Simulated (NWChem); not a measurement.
System: SiHOBr, singlet; SMILES O[Si]Br

```xyz
4

Si     0.6796     1.1598     0.0000
Br    -0.0668    -0.9944     0.0000
O     -0.8082     1.9550     0.0000
H     -0.7090     2.9278     0.0000
```
Atoms are numbered in this order, from 1.

Results from NWChem. Pople sets run with spherical d functions. Low-valent species are run as closed-shell singlets; no triplet was tried in these runs. Structure relaxed at the PBE-D3(BJ)/def2-SVP level. Total energies compare along this basis series because the functional is fixed.

```csv
level,basis functions,energy (Ha),highest occupied level (eV),orbital gap (eV),dipole (D)
Hartree-Fock/STO-3G,33,-2904.7240,-6.58,12.17,3.97
Hartree-Fock/3-21G,46,-2922.5282,-9.70,10.43,4.05
Hartree-Fock/6-31G*,66,-2936.5143,-9.85,10.69,3.51
Hartree-Fock/6-311G**,94,-2936.8288,-9.87,…,3.48
```

**Question.** What belongs in the gaps?

**Answer.** 
- Hartree-Fock/6-311G**, orbital gap (eV): 10.60
